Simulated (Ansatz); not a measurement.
A nudged elastic band was laid between two geometries of BFH3Sn (6 atoms, charge 0, multiplicity 2).

The calculation used UKS B3LYP-D4/def2-SVP (Ansatz).

```
movable images  : 9
climbing image  : yes
spring          : 5.0 eV/Å²
optimiser       : quadratic models (default)
start path      : through a guess of the saddle point
force threshold : 0.05 eV/Å
iteration limit : 60
end points      : relaxed
```

Initial state:

```xyz
6
Properties=species:S:1:pos:R:3
F -1.431 -1.426 0.813
B -0.710 -0.946 -0.184
Sn 0.370 1.012 0.051
H -0.732 -1.522 -1.249
H 1.659 1.331 -1.050
H 0.844 1.552 1.619
```

Final state:

```xyz
6
Properties=species:S:1:pos:R:3
F -0.606 -1.414 0.738
B -0.279 -0.753 -0.369
Sn 0.131 1.758 -0.133
H -0.852 -0.962 -1.407
H 0.886 -0.264 -0.379
H 0.720 1.635 1.550
```

**Question.** What changes between the two ends?

**Answer.** Bonds formed: B2–H5.

**Question.** Give the energies along the band, and the barrier.

**Answer.** The forces met the threshold. The highest image is number 7 of 0 to 10, 57.6 kJ/mol above the first end and 87.0 kJ/mol above the last; the last end lies 29.4 kJ/mol below the first. A vibrational analysis at the climbing image gives one clearly imaginary mode, 664i cm⁻¹: a first-order saddle point.

```
image  path coordinate (Å)  energy (kJ/mol)  B2–H5 (Å)
    0                 0.00              0.0       3.40
    1                 0.30              1.2       3.37
    2                 0.59              4.9       3.28
    3                 0.89             11.2       3.13
    4                 1.19             21.1       2.92
    5                 1.48             34.3       2.68
    6                 1.78             48.8       2.41
    7                 2.08             57.6       2.10
    8                 2.38             37.6       1.74
    9                 2.68            -14.2       1.40
   10                 2.99            -29.4       1.26
```

**Question.** What is the geometry of the highest image?

**Answer.** 
```xyz
6
Properties=species:S:1:pos:R:3
F -0.912 -1.438 0.701
B -0.687 -0.661 -0.337
Sn 0.230 1.390 -0.041
H -0.820 -1.061 -1.467
H 1.322 -0.047 -0.391
H 0.867 1.816 1.534
```

**Question.** What are the harmonic wavenumbers there?

**Answer.** 664i, 196, 320, 360, 546, 681, 734, 1042, 1283, 1560, 1755, 2632 cm⁻¹.

The band took 14 iterations and roughly 9 core-minutes.

The run took 4.5 min on 2 threads of Arm Neoverse V1, with other jobs on the host, peak memory 0.19 GiB.
